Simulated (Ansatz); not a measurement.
Relaxation of Cl2FH5OSi2 (11 atoms, charge 0, multiplicity 1), to a largest force component of 0.03 eV/Å in at most 50 steps.

The calculation used RKS B3LYP/cc-pVDZ in Ansatz 0.2.0.

```xyz
11
Properties=species:S:1:pos:R:3
Si -0.607 0.643 -1.137
F 2.099 1.842 -0.766
Cl 0.241 -0.306 -2.776
Cl -2.626 0.113 -1.042
H -0.507 2.108 -1.220
H 2.033 1.270 -0.055
O 0.148 0.069 0.305
Si -0.150 -1.179 1.430
H -0.301 -2.489 0.729
H 1.050 -1.190 2.313
H -1.381 -0.880 2.219
```

Q: Where does it end, and by what steps?

A: The forces met the threshold. After 9 steps the energy has fallen by 0.124 eV; H6 moved furthest, 0.46 Å.

| step | energy less start (eV) | largest force component (eV/Å) | accepted |
| --- | --- | --- | --- |
| 0 | 0.0000 | 1.204 | yes |
| 1 | -0.0640 | 0.741 | yes |
| 2 | -0.1013 | 0.603 | yes |
| 3 | -0.1007 | 0.385 | no |
| 4 | -0.1144 | 0.155 | yes |
| 5 | -0.1196 | 0.063 | yes |
| 6 | -0.1221 | 0.047 | yes |
| 7 | -0.1236 | 0.061 | yes |
| 8 | -0.1239 | 0.043 | yes |
| 9 | -0.1242 | 0.025 | yes |

```xyz
11
Properties=species:S:1:pos:R:3
Si -0.626 0.629 -1.195
F 2.182 1.725 -0.341
Cl 0.157 -0.403 -2.812
Cl -2.648 0.146 -1.023
H -0.475 2.083 -1.375
H 1.627 1.111 0.102
O 0.146 0.138 0.211
Si -0.063 -1.114 1.372
H -0.277 -2.411 0.668
H 1.204 -1.126 2.154
H -1.226 -0.779 2.240
```

Whether the end is a true minimum wasn't checked by a vibrational analysis.

The run took 48 s on 4 threads of Arm Neoverse N1 (shared host), peak memory 0.36 GiB.
